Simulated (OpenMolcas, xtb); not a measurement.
GaHClO (SMILES [O][GaH][Cl]): methods side by side

GaHClO has 4 atoms, charge 0, and is taken as a doublet. SMILES: `[O][GaH][Cl]`. The coordinates come from a PBE0-D4/def2-TZVP relaxation.

Quantity: the vertical electron affinity (to the singlet anion), in eV. The values are calculated.

The electron affinity is E(neutral) − E(anion): positive where the electron is bound.

```tsv
level	kind	program	value (eV)	CPU time (all runs)
GFN2-xTB	semi-empirical	xtb	9.10	under 2 s
UHF/def2-SVPD	Hartree–Fock	OpenMolcas	0.58	50 s
USVWN5/def2-SVPD	LDA	OpenMolcas	3.37	92 s
U-revPBE/def2-SVPD	GGA	OpenMolcas	2.88	2.1 min
UTPSS/def2-SVPD	meta-GGA	OpenMolcas	2.81	2.6 min
UM06-2X/def2-SVPD	hybrid meta-GGA	OpenMolcas	2.58	3 min
```

All-electron rows without a relativistic Hamiltonian named are non-relativistic. Where it was recorded, the anion's HOMO is positive in USVWN5/def2-SVPD, U-revPBE/def2-SVPD, UTPSS/def2-SVPD: a fault of the level (basis or self-interaction), which says nothing on whether the real anion is bound. The values span 0.58 to 9.10 eV. The xTB values lack the empirical shift that such differences need. Times are those of the runs behind each value, whatever else they computed, on shared processors of several kinds: orders of magnitude only.
